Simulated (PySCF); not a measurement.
The second ionisation energy along the third row

All values are computed (PySCF 2.14, energy differences of UHF-based or UKS calculations, no spin-orbit coupling). Values in eV. The last column holds reference values (NIST; (s) semi-empirical, (t) theoretical, else measured). Unmarked ones compare directly (S terms, centres of terms, or small fine structure); those marked * lie between the lowest fine-structure levels and include a spin-orbit shift.

```
                           element               configurations     LDA  r2SCAN  MP2 (valence)  MP2 (valence and next inner shell)  SCS-MP2 (valence and next inner shell)  CCSD (valence)     reference
Mg (def2-TZVPPD, non-relativistic)              [Ne] 3s1 → [Ne]  15.315  15.004            n/a                              14.873                                  14.837             n/a        15.035
Al (def2-TZVPPD, non-relativistic)          [Ne] 3s2 → [Ne] 3s1  18.915  18.385         18.287                              18.470                                  18.581          18.607        18.829
Si (def2-TZVPPD, non-relativistic)      [Ne] 3s2 3p1 → [Ne] 3s2  16.376  16.529         16.101                              16.094                                  16.082          16.215        16.322
 P (def2-TZVPPD, non-relativistic)  [Ne] 3s2 3p2 → [Ne] 3s2 3p1  19.824  19.949         19.609                              19.618                                  19.524          19.647  19.769 (s) *
 S (def2-TZVPPD, non-relativistic)  [Ne] 3s2 3p3 → [Ne] 3s2 3p2  23.402  23.521         23.333                              23.348                                  23.159          23.264      23.338 *
Cl (def2-TZVPPD, non-relativistic)  [Ne] 3s2 3p4 → [Ne] 3s2 3p3  23.972  23.808         23.343                              23.356                                  23.430          23.454        23.771
Ar (def2-TZVPPD, non-relativistic)  [Ne] 3s2 3p5 → [Ne] 3s2 3p4  27.824  27.665         27.337                              27.359                                  27.346          27.303      27.630 *
```

Task: Which of these methods has the smallest mean absolute error against the measured values here?

Result: LDA, with 0.155 eV.

```json
{"method": "LDA", "elements": "4", "mean error (eV)": "0.155", "mean absolute error (eV)": "0.155", "largest error (eV)": "0.280"}
{"method": "r2SCAN", "elements": "4", "mean error (eV)": "-0.058", "mean absolute error (eV)": "0.180", "largest error (eV)": "-0.444"}
{"method": "MP2 (valence)", "elements": "3", "mean error (eV)": "-0.397", "mean absolute error (eV)": "0.397", "largest error (eV)": "-0.542"}
{"method": "MP2 (valence and next inner shell)", "elements": "4", "mean error (eV)": "-0.291", "mean absolute error (eV)": "0.291", "largest error (eV)": "-0.415"}
{"method": "SCS-MP2 (valence and next inner shell)", "elements": "4", "mean error (eV)": "-0.257", "mean absolute error (eV)": "0.257", "largest error (eV)": "-0.341"}
{"method": "CCSD (valence)", "elements": "3", "mean error (eV)": "-0.215", "mean absolute error (eV)": "0.215", "largest error (eV)": "-0.317"}
```

Errors include the incompleteness of the basis and the frozen core.

"Valence" correlates the outer s and p shells and, in groups 3 to 12 and the f block, the outer d or f shell, open or full, or the next shell where the ion has no valence electron left; the wider scheme adds the next inner shell.
